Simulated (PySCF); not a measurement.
## `C[SiH2]SC1=C(OC(C)=O)C1`: 4 charge schemes on one density

Compound: C6H10O2SSi.
Cartesian coordinates in Å at the GFN2-xTB level; atoms count from 1:
```xyz
20
C6H10O2SSi angstrom
C      2.4244    0.7261   -0.7595
Si     2.7261    0.3049    1.0606
S      2.0713   -1.7343    1.4569
C      0.4383   -1.6086    0.9587
C     -0.5563   -0.9477    0.4319
O     -1.0052    0.1904   -0.1357
C     -2.3019    0.2757   -0.5313
C     -2.5698    1.6374   -1.1111
O     -3.0963   -0.6138   -0.4153
C     -0.8845   -2.3391    0.8769
H      1.3636    0.6923   -0.9945
H      2.9320    0.0244   -1.4177
H      2.7858    1.7233   -0.9929
H      1.9620    1.1650    1.9596
H      4.1364    0.2218    1.4146
H     -3.2715    1.5471   -1.9356
H     -1.6458    2.1013   -1.4425
H     -3.0256    2.2596   -0.3424
H     -1.0181   -3.1231    0.1393
H     -1.4702   -2.4919    1.7771
```

Density: PBE0/pcSseg-1 (PySCF); schemes: Mulliken, IAO, Hirshfeld and ESP-fitted. The structure is a single GFN2-xTB conformer in the gas phase; no vibrational or solvent corrections. GFN2-xTB frequencies show an imaginary mode (27i cm⁻¹), so this geometry is no minimum at that level.

Task: Atoms with like bonding are taken together and averaged. Do the Mulliken, IAO, Hirshfeld and ESP-fitted schemes agree on where the charge is highest?

Result: The schemes don't all agree: Mulliken Si2 (+0.607); IAO Si2 (+0.716); Hirshfeld Si2 (+0.337); ESP-fitted C7 (+0.838).

Task: Which atoms carry the lowest charge in the Mulliken, IAO, Hirshfeld and ESP-fitted schemes?

Result: The schemes don't all agree: Mulliken C1 (-0.636); IAO C1 (-0.721); Hirshfeld O9 (-0.246); ESP-fitted C8 (-0.654).

Task: Give the atomic charges in each scheme.

Result: In e; atoms taken as equivalent share a row and are averaged (×n: the atom named and its like, n in all):

```json
{"atom": "C1", "environment": "Si-methyl carbon", "Mulliken": "-0.636", "IAO": "-0.721", "Hirshfeld": "-0.211", "ESP-fitted": "-0.495"}
{"atom": "Si2", "environment": "SiH2 silicon", "Mulliken": "+0.607", "IAO": "+0.716", "Hirshfeld": "+0.337", "ESP-fitted": "+0.481"}
{"atom": "S3", "environment": "sulfur bonded to C and Si", "Mulliken": "-0.165", "IAO": "-0.067", "Hirshfeld": "-0.055", "ESP-fitted": "-0.234"}
{"atom": "C4", "environment": "fully substituted alkene carbon", "Mulliken": "-0.238", "IAO": "-0.187", "Hirshfeld": "-0.051", "ESP-fitted": "-0.073"}
{"atom": "C5", "environment": "vinylic carbon bearing oxygen", "Mulliken": "+0.180", "IAO": "+0.128", "Hirshfeld": "+0.045", "ESP-fitted": "+0.087"}
{"atom": "O6", "environment": "ester single-bonded oxygen", "Mulliken": "-0.448", "IAO": "-0.294", "Hirshfeld": "-0.067", "ESP-fitted": "-0.301"}
{"atom": "C7", "environment": "ester carbonyl carbon", "Mulliken": "+0.353", "IAO": "+0.531", "Hirshfeld": "+0.225", "ESP-fitted": "+0.838"}
{"atom": "C8", "environment": "methyl carbon next to a carbonyl", "Mulliken": "-0.254", "IAO": "-0.477", "Hirshfeld": "-0.118", "ESP-fitted": "-0.654"}
{"atom": "O9", "environment": "ester carbonyl oxygen", "Mulliken": "-0.368", "IAO": "-0.431", "Hirshfeld": "-0.246", "ESP-fitted": "-0.548"}
{"atom": "C10", "environment": "allylic carbon", "Mulliken": "-0.085", "IAO": "-0.243", "Hirshfeld": "-0.086", "ESP-fitted": "+0.057"}
{"atom": "H11/H12/H13", "environment": "methyl hydrogen", "Mulliken": "+0.156", "IAO": "+0.164", "Hirshfeld": "+0.042", "ESP-fitted": "+0.132"}
{"atom": "H14/H15", "environment": "Si–H hydrogen", "Mulliken": "-0.058", "IAO": "-0.114", "Hirshfeld": "-0.072", "ESP-fitted": "-0.079"}
{"atom": "H16/H17/H18", "environment": "methyl hydrogen", "Mulliken": "+0.150", "IAO": "+0.175", "Hirshfeld": "+0.060", "ESP-fitted": "+0.186"}
{"atom": "H19/H20", "environment": "methylene hydrogen", "Mulliken": "+0.126", "IAO": "+0.128", "Hirshfeld": "+0.034", "ESP-fitted": "+0.022"}
```

Mean size of the charges over all atoms: IAO 0.265 e, ESP-fitted 0.246 e, Mulliken 0.231 e, Hirshfeld 0.098 e. Each set sums to the total charge, 0, to within 0.001 e. The IAO scheme counts the electrons in orthogonalised intrinsic atomic orbitals, a minimal basis polarised so that it spans the occupied orbitals exactly.

Some averages cover members that differ in this geometry: H14/H15, ESP-fitted -0.097 to -0.061; H11/H12/H13, Mulliken +0.143 to +0.172; H11/H12/H13, ESP-fitted +0.118 to +0.144 e.

Task: How many electrons does the IAO scheme count on C5?

Result: Z − q = 6 − (+0.128) = 5.872.

Task: How closely do the schemes follow one another over all atoms?

Result: Correlation coefficient and root-mean-square difference: Mulliken with IAO 0.96, 0.094 e; IAO with Hirshfeld 0.96, 0.208 e; Mulliken with Hirshfeld 0.92, 0.172 e; IAO with ESP-fitted 0.91, 0.143 e; Hirshfeld with ESP-fitted 0.89, 0.228 e; Mulliken with ESP-fitted 0.86, 0.170 e.
